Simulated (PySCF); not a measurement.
# How methods differ on the ionisation energy of Se²⁺

Se²⁺ [Ar] 3d10 4s2 4p2 (3P) → Se³⁺ [Ar] 3d10 4s2 4p1 (2P), as a difference of total energies. Computed with PySCF 2.14 in aug-cc-pVTZ-PP with one added diffuse shell each of s, d, f type with ECP10MDF (7s5p5d3f, 68 functions), with scalar relativity through the core potential. Correlated levels: valence: 3s2 3p6 3d10 frozen. The calculations carry no spin-orbit coupling.

```
           method  ionisation energy (eV)
              UHF                  30.996
              LDA                  31.643
              PBE                  31.467
             PBE0                  31.554
           r2SCAN                  31.783
        CAM-B3LYP                  31.568
             BP86                  31.586
          r2SCANh                  31.783
           B2PLYP                  31.434
    MP2 (valence)                  31.394
SCS-MP2 (valence)                  31.317
```

**Question.** How much does correlation contribute at MP2 (valence)?

**Answer.** 31.394 − (30.996) = 0.398 eV, measured against UHF.

The reference lies between the lowest fine-structure levels, while these numbers refer to the centres of the terms.

Errors of the correlated levels include the incompleteness of this basis and the frozen core.

For comparison: 31.697 ± 0.019 eV (measured; NIST Atomic Spectra Database, ionization energies).
